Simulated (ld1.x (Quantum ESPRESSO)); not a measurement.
Configuration tests for Mg (Z = 12) (TM)

Mg (Z = 12), norm-conserving Troullier–Martins (Kleinman–Bylander form), made with ld1.x (Quantum ESPRESSO) 7.5 (Wu–Cohen, non-relativistic). Core [Ne], reference 3s2 3p0. Waves: 3p (bound, empty): rc 3.60 bohr; 3s (bound): rc 1.90 bohr. Local part: the s channel. Core correction: none.

Energies are relative to the spin-unpolarised reference configuration 3s2 3p0; without spin polarisation the order of configurations can differ from experiment.

```tsv
valence configuration	charge	ΔE all-electron (eV)	error AE − PS (meV)
3s1 3p0	+1	7.906	-4.1
3s1.5 3p0	+0.5	3.125	-0.5
3s0 3p1	+1	12.166	+55
```

**Question.** What are ΔE and the potential's error for 3s1 3p1?

**Answer.** ΔE = 3.461 eV all-electron; the error (AE − PS) is +3.2 meV.

**Question.** What are ΔE and the potential's error for 3s0 3p2?

**Answer.** ΔE = 7.074 eV all-electron; the error (AE − PS) is +26 meV.

Levels in the configuration 3s1 3p1:

```csv
level,all-electron (eV),pseudo (eV)
3s,-5.593,-5.580
3p,-2.049,-2.046
```
